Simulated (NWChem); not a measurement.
System meant: C$_{2}$H$_{5}$BF$_{2}$O; SMILES FB(F)CCO

NWChem input:

```
start job
memory heap 200 mb stack 700 mb global 900 mb
geometry units angstroms noautoz
  O      0.134342     2.724295     0.086988
  C     -0.418118     1.424791    -0.072213
  C      0.625597     0.309191     0.046080
  B      0.049421    -1.149513     0.015884
  F     -1.257823    -1.391534     0.022005
  F      0.846916    -2.211309    -0.008531
  H      0.785227     2.858084    -0.619429
  H     -0.959475     1.337122    -1.028059
  H     -1.163400     1.328185     0.722981
  H      1.187773     0.441130     0.983028
  H      1.380535     0.401346    -0.750651
end
basis spherical
  O library def2-svp
  C library def2-svp
  B library def2-svp
  F library def2-svp
  H library def2-svp
end
dft
  odft
  mult 2
  xc xpbe96 cpbe96
  iterations 150
  mulliken
end
task dft energy
```

End of the output:

```
 Summary of "ao basis" -> "" (spherical)
 ------------------------------------------------------------------------------
       Tag                 Description            Shells   Functions and Types
 ---------------- ------------------------------  ------  ---------------------
 O                          def2-svp                 6       14   3s2p1d
 C                          def2-svp                 6       14   3s2p1d
 B                          def2-svp                 6       14   3s2p1d
 F                          def2-svp                 6       14   3s2p1d
 H                          def2-svp                 3        5   2s1p

  pbe96 is a nonlocal functional; adding pw91lda local functional.

                                 NWChem DFT Module
                                 -----------------

 Summary of "ao basis" -> "ao basis" (spherical)
 ------------------------------------------------------------------------------
       Tag                 Description            Shells   Functions and Types
 ---------------- ------------------------------  ------  ---------------------
 O                          def2-svp                 6       14   3s2p1d
 C                          def2-svp                 6       14   3s2p1d
 B                          def2-svp                 6       14   3s2p1d
 F                          def2-svp                 6       14   3s2p1d
 H                          def2-svp                 3        5   2s1p

  number of electrons :                   48
  multiplicity        :                    2
 ------------------------------------------------------------------------
  no. of electrons and multiplicity not compatible                  48
 ------------------------------------------------------------------------
 ------------------------------------------------------------------------
  current input line :
    30: task dft energy
 ------------------------------------------------------------------------
 ------------------------------------------------------------------------
 There is an error in the input file
 ------------------------------------------------------------------------
 For more information see the NWChem manual at https://nwchemgit.github.io

0: no. of electrons and multiplicity not compatible:Received an Error in Communication
```

Question: Find the fault in this run and fix the input.

Answer: The input was rejected before any calculation. Cause: the multiplicity doesn't fit the number of electrons (an even count wants an odd multiplicity, and the reverse). This input runs:
```
start job
memory heap 200 mb stack 700 mb global 900 mb
geometry units angstroms noautoz
  O      0.134342     2.724295     0.086988
  C     -0.418118     1.424791    -0.072213
  C      0.625597     0.309191     0.046080
  B      0.049421    -1.149513     0.015884
  F     -1.257823    -1.391534     0.022005
  F      0.846916    -2.211309    -0.008531
  H      0.785227     2.858084    -0.619429
  H     -0.959475     1.337122    -1.028059
  H     -1.163400     1.328185     0.722981
  H      1.187773     0.441130     0.983028
  H      1.380535     0.401346    -0.750651
end
basis spherical
  O library def2-svp
  C library def2-svp
  B library def2-svp
  F library def2-svp
  H library def2-svp
end
dft
  xc xpbe96 cpbe96
  iterations 150
  mulliken
end
task dft energy
```
It converges to -378.39733 Ha (PBE/def2-SVP).
